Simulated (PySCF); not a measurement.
Compound: C4H9ClOSi.
Geometry (PBE0-D3(BJ)/def2-SVP, Å), atoms numbered from 1 in this order:
```
atom  x, y, z in Å
C1     2.025    1.163   -0.271
O2     1.718   -0.200   -0.376
C3     0.635   -0.560    0.391
C4    -0.151   -1.735   -0.042
C5    -0.752   -0.345   -0.179
Si6   -2.119    0.267    0.904
Cl7   -1.885    2.316    1.164
H8     2.334    1.434    0.757
H9     2.859    1.371   -0.955
H10    1.162    1.799   -0.544
H11    0.767   -0.395    1.472
H12    0.170   -2.216   -0.969
H13   -0.540   -2.415    0.721
H14   -0.743    0.050   -1.201
H15   -3.473    0.042    0.324
H16   -2.026   -0.381    2.245
```

Method: core-valence-separated Tamm–Dancoff BHandHLYP/aug-pcX-1 (pcseg-1 on H, def2-SVPD on Cl, def2-SVPD on Si) in PySCF, non-relativistic, gas phase, PBE0-D3(BJ)/def2-SVP geometry. BHandHLYP without relativity tends to put these K edges a few eV too low, so spacings mean more than positions.

Problem. Give energies, oscillator strengths and core holes at the O K edge.

Solution. 
```tsv
E (eV)	f	core hole on	main final orbital
533.98	0.0178	O2	spread
534.20	0.0029	O2	LUMO+1 (59 %)
534.50	0.0161	O2	spread
534.70	0.0112	O2	LUMO+3 (31 %)
534.82	0.0021	O2	LUMO (38 %)
535.20	0.0050	O2	spread
535.61	0.0036	O2	LUMO+5 (33 %)
```

The first line with a tenth or more of the strongest one's intensity is at 533.98 eV (f = 0.018), with the hole on O2 (ether oxygen). It is also the strongest listed.

Problem. Give energies, oscillator strengths and core holes at the C K edge.

Solution. 
```json
{"E (eV)": "285.74", "f": "0.0041", "core hole on": "C5", "main final orbital": "LUMO (61 %)"}
{"E (eV)": "285.84", "f": "0.0153", "core hole on": "C4", "main final orbital": "LUMO (64 %)"}
{"E (eV)": "285.85", "f": "0.0176", "core hole on": "C5", "main final orbital": "LUMO+2 (39 %)"}
{"E (eV)": "286.33", "f": "0.0232", "core hole on": "C4", "main final orbital": "spread"}
{"E (eV)": "286.35", "f": "0.0265", "core hole on": "C5", "main final orbital": "LUMO+6 (30 %)"}
{"E (eV)": "286.43", "f": "0.0302", "core hole on": "C4", "main final orbital": "spread"}
{"E (eV)": "286.63", "f": "0.0307", "core hole on": "C5", "main final orbital": "spread"}
{"E (eV)": "286.70", "f": "0.0249", "core hole on": "C1", "main final orbital": "LUMO+1 (44 %)"}
{"E (eV)": "286.80", "f": "0.0084", "core hole on": "C5", "main final orbital": "spread"}
{"E (eV)": "286.97", "f": "0.0042", "core hole on": "C5", "main final orbital": "LUMO+1 (34 %)"}
{"E (eV)": "287.05", "f": "0.0038", "core hole on": "C4", "main final orbital": "spread"}
{"E (eV)": "287.23", "f": "0.0126", "core hole on": "C1", "main final orbital": "spread"}
{"E (eV)": "287.34", "f": "0.0004", "core hole on": "C5", "main final orbital": "LUMO+3 (32 %)"}
{"E (eV)": "287.36", "f": "0.0279", "core hole on": "C3", "main final orbital": "LUMO+2 (37 %)"}
{"E (eV)": "287.43", "f": "0.0056", "core hole on": "C4", "main final orbital": "spread"}
{"E (eV)": "287.44", "f": "0.0332", "core hole on": "C1", "main final orbital": "LUMO+2 (31 %)"}
{"E (eV)": "287.48", "f": "0.0005", "core hole on": "C5", "main final orbital": "LUMO+4 (51 %)"}
{"E (eV)": "287.70", "f": "0.0290", "core hole on": "C1", "main final orbital": "spread"}
{"E (eV)": "287.72", "f": "0.0485", "core hole on": "C3", "main final orbital": "spread"}
```

The first line with a tenth or more of the strongest one's intensity is at 285.84 eV (f = 0.015), with the hole on C4 (three-membered-ring carbon). The strongest listed is at 287.72 eV (f = 0.049; C3).

Roots within 0.03 eV whose holes lie on the same, on equivalent or on shared atoms are summed into one line, and the highest roots are left out, as the search may have cut off their partners. Final orbitals are the ground state's empty Kohn–Sham orbitals.

Problem. What length of transition dipole belongs to the line at 534.70 eV?

Solution. From f = (2/3) ΔE |μ|² in atomic units, with ΔE = 19.650 Eh and f = 0.0112: |μ| = 0.029 au = 0.07 D.

The ionisation thresholds weren't computed; near and above them a finite basis only mimics Rydberg series and continuum.

One conformer stands for the species.
